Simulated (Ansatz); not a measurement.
Computed with Ansatz on PBE0-D4/def2-TZVP structures; ΔE is electronic, products minus reactants. CBS: MP2 limit from def2 TZ/QZ plus the TZ coupled-cluster correction, frozen cores. DFT in def2-TZVPP. For Ga, Ge outer-core shells are correlated without core-valence functions, which leaves a few kJ/mol of doubt a bond. Scalar relativity is left out up to krypton. Each species was taken in one conformer, which may not be the lowest.

`[NH2][Ga]([OH])[OH]` + `C[O][GeH]([Cl])[O][SiH3]` → `[OH][Ga]([OH])[O][SiH3]` + `C[O][GeH]([NH2])[Cl]`  (redistribution)

```
                   species  B2PLYP energy (Eh)
     `[NH2][Ga]([OH])[OH]`         -2132.14505
`C[O][GeH]([Cl])[O][SiH3]`         -3018.93884
 `[OH][Ga]([OH])[O][SiH3]`         -2442.65035
    `C[O][GeH]([NH2])[Cl]`         -2708.43182
```

(1) Work out ΔE.

Largest T1 diagnostic among the species: 0.014.

Results:

(1) ΔE = (-2442.65035) + (-2708.43182) − (-2132.14505) − (-3018.93884) = 0.00172 Eh = +4.5 kJ/mol. CCSD(T)/CBS gives +10.6 kJ/mol.

The D4 term adds +5.1 kJ/mol with B3LYP and +3.0 kJ/mol with PBE0; it sums over pairs of atoms, weighted by their polarisabilities, and B3LYP, whose exchange is more repulsive, gets the larger term. In def2-TZVPP, CCSD(T) changes the Hartree–Fock value by +3.5 kJ/mol (the triples alone add +0.6 kJ/mol) and MP2 by +3.6 kJ/mol.

B3LYP here is the variant with VWN-RPA as its local correlation; programs differ in this.
